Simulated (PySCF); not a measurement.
Estimate the missing entries of this data sheet.

C5H5NO.
Geometry (GFN2-xTB, Å), atoms numbered from 1 in this order:
```xyz
12
C5H5NO angstrom
N      2.863    0.708   -0.608
C      1.927    0.150   -0.261
C      0.724   -0.515    0.147
C     -0.453   -0.410   -0.855
C     -1.247    0.440    0.152
C     -0.124    0.289    1.148
O      0.054    0.621    2.277
H      0.968   -1.520    0.498
H     -0.907   -1.370   -1.088
H     -0.199    0.101   -1.781
H     -2.197    0.029    0.488
H     -1.408    1.476   -0.144
```

```tsv
property	level	value
point group of the GFN2-xTB geometry	GFN2-xTB	C1
rotational constants A, B, C of the GFN2-xTB geometry	GFN2-xTB	4.401, 2.405, 1.750 GHz
dipole moment	PBE0/def2-SVPD	?
HOMO energy	PBE0/def2-SVPD	-8.01 eV
LUMO energy	PBE0/def2-SVPD	-1.62 eV
lowest singlet excitation	TDDFT PBE0/def2-SVPD	?
strongest line among the 6 lowest singlet transitions	TDDFT PBE0/def2-SVPD	?
lowest triplet excitation (Tamm–Dancoff)	TDA PBE0/def2-SVPD	3.67 eV
static isotropic polarisability	PBE0/def2-SVPD	61.2 au
electronic spatial extent ⟨r²⟩ about the centre of nuclear charge	PBE0/def2-SVPD	693 bohr²
13C chemical shifts (computed TMS as zero) by class	GIAO PBE0/pcSseg-1	?
1H chemical shifts (computed TMS as zero) by class	GIAO PBE0/pcSseg-1	3.73 (H8), 3.58 (H12), 3.28 (H11), 2.33 (H9), 2.24 (H10) ppm
isotropic shieldings of nuclei other than C and H, by class	GIAO PBE0/pcSseg-1	-41 (N1), -347 (O7) ppm
```

Electronic properties: PySCF, gas phase, density fitting.

Give the 13C chemical shifts (computed TMS as zero) by class.

202.5 (C6), 120.2 (C2), 49.5 (C5), 46.4 (C3), 17.9 (C4) ppm.

The lowest singlet excitation?

4.24 eV (292 nm, f = 0.001).

What is the dipole moment?

5.07 D.

What is the strongest line among the 6 lowest singlet transitions?

S6 at 7.66 eV (162 nm, f = 0.034).

With B = h/(8π²I), that is 505.379 GHz u Å² over I, the principal moments of inertia are 114.8, 210.2 and 288.7 u Å² (most abundant isotopes); the inertial defect Ic − Ia − Ib is -36.3 u Å² (zero for a rigid planar frame, negative otherwise). The dipole equals about 16.9 × 10⁻³⁰ C·m (1 D = 3.33564 × 10⁻³⁰ C·m). The vertical singlet–triplet gap S1 − T1 is 0.57 eV (TDDFT singlet less Tamm–Dancoff triplet; S1: HOMO→LUMO, weight 0.97; T1: HOMO→LUMO, weight 0.96). No computed singlet falls in the visible range (750 to 380 nm, 1.65 to 3.26 eV); S1 lies 0.98 eV above its blue end. The largest Löwdin shares of the HOMO are 0.48 on O7, 0.13 on C6, 0.12 on C3 and 0.12 on C5.

For the NMR shielding job (PBE0/pcSseg-1), hardware: one thread of an Arm Neoverse V1, shared host with 64 logical CPUs at a one-minute load of 21. Cost: 14 s of wall time, 0.70 GiB resident at most.
